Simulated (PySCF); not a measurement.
Job file and geometry (Å, from GFN2-xTB) of an NMR shielding run on `CSCB[C@H]1C/C1=C\Cl`, C6H10BClS, GIAO PBE0/pcSseg-1 NMR shielding, non-relativistic, gas phase (PySCF); density fitting, a coarse starting grid and PySCF grid level 2 are the driver's defaults:

```
$ OMP_NUM_THREADS=1 python probes_run.py task.json out

{"job": {"kind": "nmr", "xc": "PBE0", "basis": "pcSseg-1"}, "charge": 0, "multiplicity": 1}
C      1.790851     1.205912    -0.931753
S      2.022844     0.325482     0.646593
C      1.897946    -1.431288     0.125684
B      0.498458    -1.051276     0.709915
C     -0.710150    -0.722567    -0.258172
C     -2.144612    -0.966359     0.204959
C     -1.632682     0.388890     0.040243
C     -1.823877     1.677726     0.118670
Cl    -3.346512     2.357023     0.626603
H      2.532006     0.859103    -1.645837
H      0.784519     1.048241    -1.303184
H      1.950702     2.259083    -0.722599
H      2.087497    -1.517336    -0.937710
H      2.608159    -2.016585     0.697384
H      0.278956    -1.268844     1.841919
H     -0.554207    -0.896184    -1.321549
H     -2.293528    -1.335698     1.209473
H     -2.869070    -1.336534    -0.507376
H     -1.087105     2.430463    -0.113156
```

**Question.** What does the program print?

**Answer.** 
```
coarse grid: 17056 points
cycle   1  E = -1117.0435145153  dE =  1.295e+00  |g| = 4.211e-01  |ddm| = 4.110e+00
cycle   2  E = -1117.0173957244  dE =  2.612e-02  |g| = 5.303e-01  |ddm| = 1.087e+00
cycle   3  E = -1117.0918863575  dE = -7.449e-02  |g| = 1.175e-01  |ddm| = 7.244e-01
cycle   4  E = -1117.0952423779  dE = -3.356e-03  |g| = 3.587e-02  |ddm| = 1.485e-01
cycle   5  E = -1117.0955153150  dE = -2.729e-04  |g| = 1.319e-02  |ddm| = 4.182e-02
cycle   6  E = -1117.0955580594  dE = -4.274e-05  |g| = 3.036e-03  |ddm| = 1.731e-02
cycle   7  E = -1117.0955600639  dE = -2.005e-06  |g| = 8.624e-04  |ddm| = 4.150e-03
final grid: 155672 points
cycle   8  E = -1117.1497840969  dE = -5.140e-05  |g| = 1.065e-02  |ddm| = 4.614e-02
cycle   9  E = -1117.1497653575  dE =  1.874e-05  |g| = 1.341e-02  |ddm| = 2.334e-02
cycle  10  E = -1117.1498119723  dE = -4.661e-05  |g| = 1.835e-03  |ddm| = 1.539e-02
cycle  11  E = -1117.1498127802  dE = -8.079e-07  |g| = 5.309e-04  |ddm| = 2.447e-03
cycle  12  E = -1117.1498128471  dE = -6.688e-08  |g| = 1.211e-04  |ddm| = 5.761e-04
cycle  13  E = -1117.1498128504  dE = -3.306e-09  |g| = 3.648e-05  |ddm| = 1.620e-04
cycle  14  E = -1117.1498128507  dE = -3.029e-10  |g| = 1.038e-05  |ddm| = 4.944e-05
converged SCF energy = -1117.1498128507

GIAO shielding tensors (ppm)
atom      isotropic    diamagn.    paramagn.     s11        s22        s33       span
  0 C      165.116     253.214     -88.098    143.981    158.349    193.018     49.037
  1 S      727.008    1057.754    -330.746    470.690    600.687   1109.646    638.956
  2 C      151.092     259.044    -107.952    121.724    149.412    182.140     60.415
  3 B      103.377     187.145     -83.767     71.072    114.135    124.925     53.853
  4 C      171.697     249.357     -77.660    144.669    160.610    209.813     65.143
  5 C      171.349     254.293     -82.944    143.337    163.985    206.725     63.388
  6 C       48.317     259.613    -211.297    -37.897      1.274    181.573    219.470
  7 C       69.027     249.157    -180.130    -13.395    104.483    115.993    129.387
  8 Cl     743.798    1144.327    -400.529    536.999    699.041    995.353    458.354
  9 H       29.898      30.050      -0.152     24.201     27.420     38.072     13.872
 10 H       29.418      34.049      -4.632     23.025     30.633     34.595     11.570
 11 H       29.954      30.565      -0.611     25.492     25.721     38.650     13.158
 12 H       30.171      33.268      -3.097     25.876     28.027     36.612     10.736
 13 H       29.264      30.939      -1.675     23.676     25.311     38.805     15.130
 14 H       29.227      30.023      -0.796     24.754     29.474     33.453      8.700
 15 H       31.009      31.924      -0.915     24.732     29.396     38.898     14.166
 16 H       30.183      30.570      -0.388     25.338     27.306     37.904     12.567
 17 H       30.068      30.004       0.064     25.255     25.862     39.088     13.834
 18 H       25.457      30.956      -5.500     18.570     27.064     30.737     12.167
```

Size and cost of the density-fitted run: 217 basis functions, 3.1 min wall time (2.4 min CPU) on 1 thread of an Intel Xeon, shared host; peak memory 1 GiB.
